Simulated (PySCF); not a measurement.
M06 on W⁻ (tungsten, charge -1), [Xe] 4f14 5d5 6s2, high-spin 6S determinant. All numbers are calculated (PySCF 2.14, scalar relativity through the core potential, in aug-cc-pVTZ-PP with ECP60MDF (6s6p5d3f2g, 88 functions)).

```
cycle= 1 E= -67.3007621246078  delta_E= -0.0434  |g|= 0.0594  |ddm|= 1.72
cycle= 2 E= -67.3048290495537  delta_E= -0.00407  |g|= 0.0646  |ddm|= 0.296
cycle= 3 E= -67.3074220764189  delta_E= -0.00259  |g|= 0.0162  |ddm|= 0.146
cycle= 4 E= -67.3077065940946  delta_E= -0.000285  |g|= 0.00465  |ddm|= 0.106
cycle= 5 E= -67.3077329748777  delta_E= -2.64e-05  |g|= 0.00196  |ddm|= 0.0211
cycle= 6 E= -67.3077364289945  delta_E= -3.45e-06  |g|= 0.000406  |ddm|= 0.0151
cycle= 7 E= -67.3077365563953  delta_E= -1.27e-07  |g|= 2.74e-05  |ddm|= 0.000947
cycle= 8 E= -67.307736558542  delta_E= -2.15e-09  |g|= 1.25e-05  |ddm|= 0.000502
cycle= 9 E= -67.3077365588154  delta_E= -2.73e-10  |g|= 1.55e-06  |ddm|= 0.000106
converged SCF energy = -67.3077365588154  <S^2> = 8.7544259  2S+1 = 6.0014751
```

Highest occupied orbital energy: 0.779 eV; ⟨L²⟩ = 0.00; populations by l: s 4.00, p 6.00, d 5.00, f 0.00.

Question: Can this result be used?

Answer: With care. The calculation finished and met its thresholds. Energies and moments cover only the electrons outside the core potential. Spin-orbit coupling, which splits the p, d and f shells strongly at this Z, is absent. At M06 the highest occupied level has a positive energy, so only the finite basis holds that electron; in a semilocal or global hybrid functional this comes from self-interaction and does not mean that the real anion is unbound.
